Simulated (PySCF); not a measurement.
thienothiophene (C$_{6}$H$_{4}$S$_{2}$), singlet, at a GFN2-xTB geometry; DF-M06L/def2-SVP run with PySCF.

PySCF was given this input:
```python
from pyscf import gto, scf, dft

mol = gto.Mole()
mol.atom = '''
    C     2.22003131   -0.07797162    0.44942758
    C     1.63481759    0.09787413   -0.76183178
    C     0.22889463    0.09082685   -0.64938130
    S    -1.09106418    0.25587010   -1.75177317
    C    -2.22003131    0.07797162   -0.44942758
    C    -1.63481759   -0.09787413    0.76183178
    C    -0.22889463   -0.09082685    0.64938130
    S     1.09106418   -0.25587010    1.75177317
    H     3.26754805   -0.11651960    0.67385468
    H     2.17150947    0.22543816   -1.68349378
    H    -3.26754805    0.11651960   -0.67385468
    H    -2.17150947   -0.22543816    1.68349378
'''
mol.basis = 'def2-svp'
mol.verbose = 4
mol.build()

mf = dft.RKS(mol)
mf.xc = 'm06l'
mf.small_rho_cutoff = 0
mf = mf.density_fit(auxbasis='def2-universal-jkfit')
mf.kernel()
```

Q: Write the output that PySCF gives for this input, abridged.

A: 
```
PySCF version 2.14.0

[INPUT] verbose = 4
[INPUT] num. atoms = 12
[INPUT] num. electrons = 72
[INPUT] charge = 0
[INPUT] spin (= nelec alpha-beta = 2S) = 0
[INPUT] symmetry False subgroup None
[INPUT] Mole.unit = angstrom
[INPUT] Symbol           X                Y                Z      unit          X                Y                Z       unit  Magmom
[INPUT]  1 C      2.220031310000  -0.077971620000   0.449427580000 AA    4.195251163859  -0.147345007289   0.849295039026 Bohr   0.0
[INPUT]  2 C      1.634817590000   0.097874130000  -0.761831780000 AA    3.089357508721   0.184955300380  -1.439653417190 Bohr   0.0
[INPUT]  3 C      0.228894630000   0.090826850000  -0.649381300000 AA    0.432548162084   0.171637871257  -1.227152807414 Bohr   0.0
[INPUT]  4 S     -1.091064180000   0.255870100000  -1.751773170000 AA   -2.061812484523   0.483524412465  -3.310371523661 Bohr   0.0
[INPUT]  5 C     -2.220031310000   0.077971620000  -0.449427580000 AA   -4.195251163859   0.147345007289  -0.849295039026 Bohr   0.0
[INPUT]  6 C     -1.634817590000  -0.097874130000   0.761831780000 AA   -3.089357508721  -0.184955300380   1.439653417190 Bohr   0.0
[INPUT]  7 C     -0.228894630000  -0.090826850000   0.649381300000 AA   -0.432548162084  -0.171637871257   1.227152807414 Bohr   0.0
[INPUT]  8 S      1.091064180000  -0.255870100000   1.751773170000 AA    2.061812484523  -0.483524412465   3.310371523661 Bohr   0.0
[INPUT]  9 H      3.267548050000  -0.116519600000   0.673854680000 AA    6.174770913357  -0.220190132144   1.273400792956 Bohr   0.0
[INPUT] 10 H      2.171509470000   0.225438160000  -1.683493780000 AA    4.103558175199   0.426016380426  -3.181342176609 Bohr   0.0
[INPUT] 11 H     -3.267548050000   0.116519600000  -0.673854680000 AA   -6.174770913357   0.220190132144  -1.273400792956 Bohr   0.0
[INPUT] 12 H     -2.171509470000  -0.225438160000   1.683493780000 AA   -4.103558175199  -0.426016380426   3.181342176609 Bohr   0.0

nuclear repulsion = 478.035813056625
number of shells = 64
number of NR pGTOs = 244
number of NR cGTOs = 140
basis = def2-svp
ecp = {}

******** <class 'pyscf.df.df_jk.DFRKS'> ********
method = DFRKS
initial guess = minao
damping factor = 0
level_shift factor = 0
DIIS = <class 'pyscf.scf.diis.CDIIS'>
diis_start_cycle = 1
diis_space = 8
diis_damp = 0
SCF conv_tol = 1e-09
SCF conv_tol_grad = None
SCF max_cycles = 50
direct_scf = False
XC library pyscf.dft.libxc version 7.1.2
    S. Lehtola, C. Steigemann, M. J. T. Oliveira, and M. A. L. Marques,  SoftwareX 7, 1–5 (2018)
XC functionals = m06l
    Y. Zhao and D. G. Truhlar,  J. Chem. Phys. 125, 194101 (2006)
    Y. Zhao and D. G. Truhlar,  J. Chem. Phys. 125, 194101 (2006)
    Y. Zhao and D. G. Truhlar,  Theor. Chem. Acc. 120, 215 (2008)
radial grids:
    Treutler-Ahlrichs [JCP 102, 346 (1995); DOI:10.1063/1.469408] (M4) radial grids

becke partition: Becke, JCP 88, 2547 (1988); DOI:10.1063/1.454033
pruning grids: <function nwchem_prune>
grids dens level: 3
symmetrized grids: False
atomic radii adjust function: <function treutler_atomic_radii_adjust>
small_rho_cutoff = 0
Set gradient conv threshold to 3.16228e-05
Initial guess from minao.
tot grids = 161704
init E= -1028.33109400775
  HOMO = -0.266967565561876  LUMO = -0.115680462716077  gap/eV = 4.11673
cycle= 1 E= -1026.91562584303  delta_E= 1.42  |g|= 0.433  |ddm|= 4.52
  HOMO = -0.140991626845778  LUMO = -0.0046800003955072  gap/eV = 3.70923
cycle= 2 E= -1026.80994519926  delta_E= 0.106  |g|= 0.744  |ddm|= 1.42
  HOMO = -0.198853505842105  LUMO = -0.0488168153954511  gap/eV = 4.08271
cycle= 3 E= -1026.96474809092  delta_E= -0.155  |g|= 0.131  |ddm|= 1.05
  HOMO = -0.203446848174654  LUMO = -0.0541623322391258  gap/eV = 4.06224
cycle= 4 E= -1026.96868283604  delta_E= -0.00393  |g|= 0.0615  |ddm|= 0.223
  HOMO = -0.203419306968287  LUMO = -0.0545671543501873  gap/eV = 4.05047
cycle= 5 E= -1026.96967694975  delta_E= -0.000994  |g|= 0.0148  |ddm|= 0.0855
  HOMO = -0.203182717931703  LUMO = -0.0541704408764683  gap/eV = 4.05483
cycle= 6 E= -1026.96974360005  delta_E= -6.67e-05  |g|= 0.00329  |ddm|= 0.0253
  HOMO = -0.2031571175754  LUMO = -0.0541231614101663  gap/eV = 4.05542
cycle= 7 E= -1026.96974614315  delta_E= -2.54e-06  |g|= 0.00113  |ddm|= 0.00469
  HOMO = -0.203184474781891  LUMO = -0.0541586141281489  gap/eV = 4.05520
cycle= 8 E= -1026.96974642325  delta_E= -2.8e-07  |g|= 0.000477  |ddm|= 0.00193
  HOMO = -0.203156315739499  LUMO = -0.0541289970221324  gap/eV = 4.05524
cycle= 9 E= -1026.96974648352  delta_E= -6.03e-08  |g|= 4.72e-05  |ddm|= 0.000673
  HOMO = -0.203160242061637  LUMO = -0.0541325962280728  gap/eV = 4.05525
cycle= 10 E= -1026.96974648424  delta_E= -7.2e-10  |g|= 6.19e-06  |ddm|= 9.92e-05
  HOMO = -0.203160247670866  LUMO = -0.0541327579150939  gap/eV = 4.05524
Extra cycle  E= -1026.96974648424  delta_E= 1.36e-12  |g|= 6.26e-06  |ddm|= 2.26e-05
converged SCF energy = -1026.96974648424
```
